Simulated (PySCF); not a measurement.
Geometries of 2 isomers of C4H8BFO2, from PySCF, PBE0-D3(BJ)/def2-SVP geometry optimisation, gas phase. One conformer each, no zero-point energy, no frequencies.

Question: Which is lower in electronic energy at this level?
A.
```xyz
16
angstrom
C      0.510    2.250    0.148
O      0.881    0.900    0.162
B     -0.012   -0.118    0.002
C     -1.540    0.095   -0.207
C     -2.338   -0.955   -0.402
F     -3.649   -0.848   -0.580
O      0.463   -1.393    0.025
C      1.826   -1.664    0.221
H      0.025    2.534   -0.801
H     -0.177    2.495    0.976
H      1.417    2.860    0.265
H     -2.014    1.082   -0.197
H     -1.996   -1.995   -0.434
H      2.116   -1.511    1.274
H      2.467   -1.021   -0.402
H      2.009   -2.717   -0.041
```
B.
```xyz
16
angstrom
C      2.470   -0.261   -0.839
B      0.990   -0.176   -0.329
O     -0.042   -0.419   -1.194
C     -1.380   -0.356   -0.768
C     -1.529    0.608    0.392
F     -2.809    0.546    0.880
C     -0.549    0.240    1.489
O      0.757    0.154    0.979
H      2.530   -0.542   -1.899
H      3.040   -0.994   -0.244
H      2.977    0.707   -0.701
H     -2.008   -0.042   -1.616
H     -1.730   -1.353   -0.446
H     -1.334    1.641    0.048
H     -0.568    0.993    2.292
H     -0.857   -0.725    1.930
```

Answer: B. That is `C1OB(C)OCC1F`, 25.8 kcal/mol below the other.

```
       SMILES                              atoms numbered as above      E (Eh)  relative (kcal/mol)  relative (kJ/mol)  dipole (D)
 CB1OCC(F)CO1  [CH3:1][B:2]1[O:3][CH2:4][CH:5]([F:6])[CH2:7][O:8]1  -431.69610                  0.0                0.0        0.53
COB(/C=C/F)OC  [CH3:1][O:2][B:3](/[CH:4]=[CH:5]/[F:6])[O:7][CH3:8]  -431.65496                 25.8              108.0        1.68
```

As drawn, the higher has a C=C bond outside aromatic rings, which the lower lacks.
